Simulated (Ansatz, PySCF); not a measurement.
H3O3V, SMILES [OH][V]([OH])[OH] (connectivity only; charge and spin as stated), neutral, multiplicity 3. Atoms are numbered in the order given.

```xyz
7

V      0.2173    -0.1870     0.0006
O      0.1704     0.5652    -1.6013
H     -0.1294     1.3344    -2.0955
O     -0.0628    -1.9640    -0.0048
H     -0.9543    -2.3407    -0.0053
O      0.1642     0.5575     1.6057
H     -0.1246     1.3306     2.1005
```
Charge 0, spin multiplicity 3.

The structure is a stationary point at B3LYP-D3(BJ)/def2-SVP. The multiplicity is an assumed one; other spin states were not compared. Other conformers were not sampled.

Two levels are set side by side: PBE-D3(BJ)/def2-SVP (Ansatz, an electronic-structure program) and B3LYP-D3(BJ)/def2-SVP (PySCF). Each level has its own optimised geometry; the coordinates shown are those of the second. Differences are taken from unrounded values.

| quantity | B3LYP-D3(BJ) |
|---|---|
| mean bond length (Å) | 1.372 |
| bond V1–O2 (Å) | 1.770 |
| bond V1–O4 (Å) | 1.799 |
| bond V1–O6 (Å) | 1.770 |
| bond O2–H3 (Å) | 0.962 |
| bond O4–H5 (Å) | 0.968 |
| bond O6–H7 (Å) | 0.962 |

Problem. What does PBE-D3(BJ) give, and how far is it from B3LYP-D3(BJ)? (An estimate is asked for; the answer gives what the named calculation found.)

Solution. 
| quantity | PBE-D3(BJ) | PBE-D3(BJ) minus B3LYP-D3(BJ) |
|---|---|---|
| mean bond length (Å) | 1.379 | 0.007 |
| bond V1–O2 (Å) | 1.776 | 0.006 |
| bond V1–O4 (Å) | 1.798 | -0.001 |
| bond V1–O6 (Å) | 1.776 | 0.006 |
| bond O2–H3 (Å) | 0.972 | 0.010 |
| bond O4–H5 (Å) | 0.978 | 0.011 |
| bond O6–H7 (Å) | 0.972 | 0.010 |

GGA bonds tend to be longer and softer than those of functionals with exact exchange. Differences between two approximate levels are no errors against the true value.
